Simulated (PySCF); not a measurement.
MnCl2, SMILES [Mn]([Cl])[Cl] (connectivity only; charge and spin as stated), neutral, multiplicity 6. Atoms are numbered in the order given.

```xyz
3

Mn     0.0000     0.0000     0.0000
Cl     0.0000     0.0000    -2.1708
Cl     0.0000     0.0000     2.1708
```
Charge 0, spin multiplicity 6.

Geometry: r2SCAN-D4/def2-TZVP. The spin state was assumed, not searched. The isomer is the one that the SMILES or the coordinates give; other isomers of the formula were not compared.

Method: PBE/def2-TZVPD (PySCF).

Mulliken values depend strongly on the basis, most of all with diffuse functions as here. ESP charges are fitted to the potential on shells at 1.4 to 2.0 van der Waals radii. Atomic charges (e):

| atom | ESP fit | meta-Löwdin | Mulliken | Mulliken spin |
|---|---|---|---|---|
| Mn1 | 0.58 | 1.13 | 0.50 | 4.93 |
| Cl2 | -0.29 | -0.56 | -0.25 | 0.04 |
| Cl3 | -0.29 | -0.56 | -0.25 | 0.04 |
